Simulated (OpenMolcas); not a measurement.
**Pr III: the spin-orbit constant, worked from levels**

```json
{
  "Program": "OpenMolcas",
  "Basis": "ANO-RCC-VDZP [7s6p4d2f1g]",
  "Scalar Hamiltonian": "DKH2, point nucleus",
  "Active space": "3 electrons in 12 orbitals (RAS2 4f; RAS3 5d, at most 1 electron)",
  "State averaging": "2S+1 = 4 odd, 35 roots (30 in the spin-orbit step); 2S+1 = 2 odd, 112 roots (56 in the spin-orbit step); 2S+1 = 4 even, 105 roots (90 in the spin-orbit step); 2S+1 = 2 even, 124 roots kept (CI in the orbitals of an earlier block)",
  "Spin-orbit coupling": "RASSI with atomic mean-field integrals over the reference wave functions, term energies averaged over their components"
}
```

Methods: RASSCF; SS-RASPT2, IPEA 0.25 Eh, imaginary shift 0.1 Eh (closed shells correlated: 5s 5p). Measured levels: Martin, Zalubas and Hagan, Atomic Energy Levels: The Rare-Earth Elements, NSRDS-NBS 60 (1978); the list in Maison, Palmeri and Quinet, J. Phys. B 58, 015001 (2025).

**The spin-orbit constant.** For the Hund term ⁴I° of f3, E(J) = (A/2) J(J+1) + constant and ζ = 2S·A = 3A. From J = 9/2 to J = 15/2 the energy changes by 19.5 A.

```tsv
Source	E(15/2) - E(9/2)	A	ζ
RASSCF	4760.4	244.1	732
SS-RASPT2	4809.4	246.6	740
measured	4453.8	228.4	685
```

All in cm-1. SS-RASPT2 is off by +8.0 % and RASSCF by +6.9 %. Both methods take the spin-orbit matrix elements from the reference wave functions, so the second can move ζ only through the term energies and any multistate remixing. Second-order mixing with other terms is absorbed into this ζ.

Term energies are means over components that CASPT2 splits; among the terms shown or strongly mixed into the levels shown the widest spread is 180 cm-1 (4f³ ⁴I°, SS-RASPT2). High states are left out of the spin-orbit mixing, which shifts the levels that they would mix with. Without dynamic correlation excited terms often stand tens of per cent too high (terms of higher spin than the ground term too low), and those without a measured partner can miss by more than the paired ones (holds for RASSCF). Each CASPT2 term energy is a mean over a sample of three components (holds for SS-RASPT2). Measured partners are found by configuration, term and J. A level has none where our copy of the source lacks it or the pairing is in doubt (some pairs that miss far off the trend of their configuration count as doubtful), and it then counts in no deviation. Levels of configurations outside the active space are missing.

° marks odd parity.
